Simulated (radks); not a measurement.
Problem. Valence configurations of Ru II (all share [Kr]). All-electron calculation, scalar-relativistic Kohn-Sham, PBEsol, spin-unpolarised, spherical densities, finite nucleus; Fermi nuclear charge, rms radius 4.4809 fm. Program: a radial shooting solver on a logarithmic mesh with Libxc functionals. Order these by energy: 4d6 5p1; 4d6 5s1; 4d6.5 5p0.5; 4d5 5s2; 4d7; 4d4 5s1 5p2; 4d5 5s1.5 5p0.5.

Solution. From the lowest, in eV above it: 4d7 0.000; 4d6 5s1 2.831; 4d6.5 5p0.5 3.554; 4d5 5s2 7.307; 4d6 5p1 7.723; 4d5 5s1.5 5p0.5 9.954; 4d4 5s1 5p2 25.281. NIST lists [Kr] 4d7 as the ground configuration; this level of theory agrees among the configurations tried. The energies are those of spherical spin-averaged densities, not of single terms.
